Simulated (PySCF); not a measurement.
# NaBi⁺: from constants to spectrum

UHF-CCSD(T) constants of NaBi⁺, ⁴Σ⁻ (quartet), unpaired electrons σ ↑, π ↑↑ (Na def2-SVPD, Bi def2-SVPD with ECP60; scalar-relativistic core potentials (PySCF 2.14); masses 22.9898 and 208.9804 u):

```
ωe              : 91.1 cm⁻¹
ωexe            : 0.833 cm⁻¹
Be              : 0.066339 cm⁻¹
αe              : 0.000733 cm⁻¹
D (centrifugal) : 1.41e-07 cm⁻¹
```

Task: Give the vibrational terms G(v) and spacings up to v = 6.

Result: G(v) = ωe(v+½) − ωexe(v+½)².

| v | G(v) (cm⁻¹) | G(v) − G(v−1) | Bv (cm⁻¹) |
| --- | --- | --- | --- |
| 0 | 45.3 |  | 0.06597 |
| 1 | 134.8 | 89.4 | 0.06524 |
| 2 | 222.5 | 87.8 | 0.06451 |
| 3 | 308.6 | 86.1 | 0.06377 |
| 4 | 393.1 | 84.4 | 0.06304 |
| 5 | 475.9 | 82.8 | 0.06231 |
| 6 | 557.0 | 81.1 | 0.06157 |

Correlated steps freeze 5 core orbitals. These are scalar-relativistic numbers at best; spin–orbit coupling would shift them, the dissociation energy most. The state is the lowest determinant that a PBE0 search found; another state may lie lower at other levels.
